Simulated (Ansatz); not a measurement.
C4H12Ge (SMILES C[C](C)(C)[GeH3]), singlet, geometry from GFN2-xTB. Base run: Ansatz (a program for electronic structure) with B3LYP/6-31G.

Geometry (Å):
```xyz
17

Ge     0.4607     1.0620     0.1267
C     -0.3325    -0.7666    -0.0914
C     -0.5453    -1.3891     1.2841
C      0.6209    -1.6336    -0.9064
C     -1.6692    -0.6511    -0.8160
H      1.7733     1.0205     0.8492
H      0.7112     1.7250    -1.1940
H     -0.4379     1.9726     0.9077
H     -0.9773    -2.3857     1.1929
H      0.4012    -1.4749     1.8171
H     -1.2207    -0.7777     1.8819
H      1.5840    -1.7215    -0.4044
H      0.7868    -1.1997    -1.8920
H      0.2122    -2.6354    -1.0388
H     -1.5351    -0.2021    -1.7997
H     -2.3613    -0.0303    -0.2477
H     -2.1216    -1.6340    -0.9480
```
Charge 0, spin multiplicity 1.
All else is at Ansatz's defaults.

Variants of this job, named by their change:

```tsv
change	basis functions	E (Eh)	core-seconds (rough)
base	89	-2236.30099	4
basis = STO-3G	50	-2210.83991	2
basis = pcseg-0	82	-2233.73197	3
basis = def2-SV(P)	___	___	4
basis = pcseg-1	143	___	5
basis = cc-pVDZ	143	-2236.65854	6
basis = 6-31G**	155	-2236.42579	5
basis = 6-311G**	___	___	6
basis = def2-SVPD	___	___	10
basis = aug-pcseg-1	236	-2236.44117	10
basis = aug-cc-pVDZ	236	-2236.67322	10
basis = def2-TZVP	244	-2236.75572	9
basis = def2-TZVPD	310	-2236.75667	20
```

**Question.** Complete the blanks.

**Answer.** 
- basis = def2-SV(P), basis functions: 112
- basis = def2-SV(P), E (Eh): -2236.28669
- basis = pcseg-1, E (Eh): -2236.43416
- basis = 6-311G**, basis functions: 188
- basis = 6-311G**, E (Eh): -2236.70226
- basis = def2-SVPD, basis functions: 214
- basis = def2-SVPD, E (Eh): -2236.32658

Totals compare only among sets that treat the same electrons; sets with core potentials leave the core out.
